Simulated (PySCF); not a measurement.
# SMILES [SiH3]P[SiH2]C[SiH3], CH11PSi3

Geometry:
```
atom   x (Å)   y (Å)   z (Å)
 Si1  -2.457   0.656   0.610
  C2  -1.348  -0.010  -0.761
 Si3  -0.203  -1.421  -0.271
  P4   0.931  -0.826   1.604
 Si5   2.004   0.929   0.667
  H6  -3.336   1.745   0.083
  H7  -3.320  -0.437   1.151
  H8  -1.629   1.209   1.724
  H9  -0.743   0.823  -1.159
 H10  -1.985  -0.363  -1.591
 H11   0.728  -1.753  -1.395
 H12  -1.004  -2.641   0.054
 H13   2.002  -1.748   1.391
 H14   2.465   0.671  -0.734
 H15   1.049   2.078   0.644
 H16   3.182   1.287   1.511
```

Method used: PySCF 2.14.0, GIAO B3LYP/pcseg-1 magnetisability, rotational g tensor and spin-rotation constants, non-relativistic, gas phase. Geometry: PBE0-D3(BJ)/def2-SVP.

Question: Give the nuclear spin-rotation constants along the inertial axes (H = +C I·J) beside the isotropic shieldings.

Answer: Rotational constants 2.3602, 1.0732, 0.9440 GHz. A star marks the isotopologue with that one atom substituted, in its own axes.
```tsv
atom	isotope	Caa (kHz)	Cbb (kHz)	Ccc (kHz)	mean (kHz)	σ (ppm)
P4	31P	1.802	0.865	0.907	1.192	620.1
H6	1H	-0.073	-0.041	-0.068	-0.061	27.6
H7	1H	-0.140	-0.045	-0.040	-0.075	27.7
H8	1H	-0.066	-0.058	-0.056	-0.060	27.6
H9	1H	-0.219	-0.074	-0.061	-0.118	31.5
H10	1H	-0.132	-0.097	-0.075	-0.101	31.4
H11	1H	-0.143	-0.071	-0.005	-0.073	27.0
H12	1H	-0.144	-0.015	-0.055	-0.071	27.1
H13	1H	-0.111	-0.060	-0.104	-0.092	30.5
H14	1H	-0.204	-0.077	0.014	-0.089	27.5
H15	1H	-0.079	-0.017	-0.092	-0.062	27.6
H16	1H	0.031	-0.081	-0.076	-0.042	27.4
Si1	29Si*	-1.347	-0.597	-0.503	-0.816	413.3
C2	13C*	0.207	0.105	0.087	0.133	201.3
Si3	29Si*	-1.365	-0.671	-0.572	-0.869	373.5
Si5	29Si*	-1.404	-0.579	-0.507	-0.830	410.5
```
For the geometry as given, no vibrational averaging.
